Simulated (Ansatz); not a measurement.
Geometry optimisation, RKS PBE/def2-SVP in Ansatz 0.2.0.

input.yaml

```yaml
crystal:
  periodic: [false, false, false]
  atoms:
    - { symbol: Ge, position_ang: [-0.348494, -0.135267, -0.405853] }
    - { symbol: Cl, position_ang: [0.024248, 0.738983, 2.887536] }
    - { symbol: H, position_ang: [0.936457, -0.389723, 0.392776] }
    - { symbol: Cl, position_ang: [-0.55111, 1.916232, -1.058212] }
    - { symbol: Cl, position_ang: [-0.398925, -1.379567, -2.190287] }
    - { symbol: O, position_ang: [-1.787207, -0.582436, 0.538578] }
    - { symbol: Si, position_ang: [-3.331639, -1.074864, 0.014733] }
    - { symbol: H, position_ang: [-3.339755, -2.551399, -0.255992] }
    - { symbol: H, position_ang: [-4.260818, -0.759917, 1.150873] }
    - { symbol: H, position_ang: [-3.743869, -0.321812, -1.217007] }
    - { symbol: H, position_ang: [-1.094888, 0.10697, 2.513355] }
basis:
  gaussian: { orbitals: def2-SVP }
hamiltonian:
  xc: pbe
relax:
  f_tol: 0.03
  max_steps: 50
```

Launched with:

```bash
$ ansatz run input.yaml --threads 4 --pin off --max-ram 5120MiB --backend cpu --events-out ev --progress --plain --runs-dir out
```

Task: Where does it end, and by what steps?

Result: It converged. The force dipped under the threshold on the way, but the program's further checks kept it going. After 8 steps the energy has fallen by 0.088 eV; Cl2 moved furthest, 0.56 Å.

| step | energy less start (eV) | largest force component (eV/Å) | accepted |
| --- | --- | --- | --- |
| 0 | 0.0000 | 0.776 | yes |
| 1 | -0.0186 | 0.952 | yes |
| 2 | -0.0556 | 0.279 | yes |
| 3 | -0.0795 | 0.132 | yes |
| 4 | -0.0835 | 0.051 | yes |
| 5 | -0.0863 | 0.034 | yes |
| 6 | -0.0875 | 0.009 | yes |
| 7 | -0.0880 | 0.031 | yes |
| 8 | -0.0882 | 0.017 | yes |

```xyz
11
Properties=species:S:1:pos:R:3
Ge -0.294 -0.118 -0.515
Cl -0.393 0.483 3.165
H 0.993 -0.230 0.314
Cl -0.594 1.868 -1.303
Cl -0.336 -1.523 -2.164
O -1.690 -0.520 0.537
Si -3.275 -0.998 0.107
H -3.303 -2.466 -0.205
H -4.119 -0.704 1.309
H -3.744 -0.208 -1.080
H -1.144 -0.018 2.203
```

Whether the end is a true minimum wasn't checked by a vibrational analysis.

Run time: 18 s on 4 threads of Arm Neoverse V2, with other jobs on the host, peak memory 0.23 GiB.
